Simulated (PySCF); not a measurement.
# One molecule, many functionals

Compound: isopropyl acetate, C5H10O2.
Z-matrix (Å and degrees, PBE0-D3(BJ)/def2-SVP geometry), rows numbered from 1:
```
C 
C   1  1.5014
O   2  1.2036  1  125.27
O   2  1.3393  1  110.93  3   179.96
C   4  1.4377  2  117.46  1   179.98
C   5  1.5124  4  106.35  2   153.74
C   5  1.5161  4  109.64  2   -82.99
H   1  1.0997  2  109.76  3   120.48
H   1  1.0954  2  109.66  3    -0.62
H   1  1.0996  2  109.90  3  -121.96
H   5  1.1018  4  107.39  2    35.36
H   6  1.0997  5  110.29  4  -178.24
H   6  1.1008  5  110.69  4    61.84
H   6  1.0995  5  110.72  4   -58.25
H   7  1.1002  5  110.31  4  -178.70
H   7  1.0988  5  110.47  4    61.88
H   7  1.1010  5  110.50  4   -58.90
```

Linear-response calculations in the def2-SVPD basis (PySCF; singlets by full response, triplets Tamm–Dancoff, core orbitals frozen in the response; HF means time-dependent Hartree–Fock). 'Strongest' is the level of largest summed f among the singlets computed (10 roots, of which the last may lack a degenerate partner); it can jump between rows when another state enters that window. S1 is the lowest singlet of each run and needn't be the same state throughout; f(S1) is that of one state. Geometry: PBE0-D3(BJ)/def2-SVP, one conformer, isolated molecule.

```
functional                               kind  S1 (eV)  f(S1)  strongest (eV)  T1 (eV)  HOMO (eV)  gap (eV)  ionisation energy, ΔSCF (eV)
       LDA                                LDA     5.62  0.001            6.91     5.17      -6.47      5.38                          9.92
       PBE                                GGA     5.64  0.001            7.04     5.12      -6.28      5.44                          9.72
     B3LYP  global hybrid, 20% exact exchange     5.85  0.001            7.70     5.34      -7.70      7.70                         10.14
      PBE0  global hybrid, 25% exact exchange     5.92  0.001            7.90     5.37      -7.96      8.25                         10.11
 BHandHLYP  global hybrid, 50% exact exchange     6.18  0.001            8.55     5.66      -9.60     10.66                         10.13
 CAM-B3LYP             range-separated hybrid     5.95  0.001            8.14     5.43      -9.45     10.67                         10.33
   LC-wPBE             range-separated hybrid     5.97  0.001            8.44     5.42     -10.76     13.07                         10.42
        HF                       Hartree–Fock     6.76  0.001            9.50     6.26     -12.15     14.69                   not settled
```

**Question.** What does wB97X-D (range-separated hybrid) give?

**Answer.** S1 (eV) 5.98, f(S1) 0.001, strongest (eV) 8.19, T1 (eV) 5.49, HOMO (eV) -9.89, gap (eV) 12.05, ionisation energy, ΔSCF (eV) 10.26. S1 runs from 5.62 eV (LDA) to 6.76 eV (HF), a spread of 1.14 eV, while the orbital gap spreads over 9.3 eV. Along PBE (0%), B3LYP (20%), PBE0 (25%), BHandHLYP (50%), HF (100%) S1 rises with the share of exact exchange. −ε(HOMO) comes closest to its own ΔSCF ionisation energy with LC-wPBE (+0.34 eV) and misses most with LDA (-3.45 eV). 'Not settled' means that the ion's SCF failed to converge or may have ended in another state than the lowest.
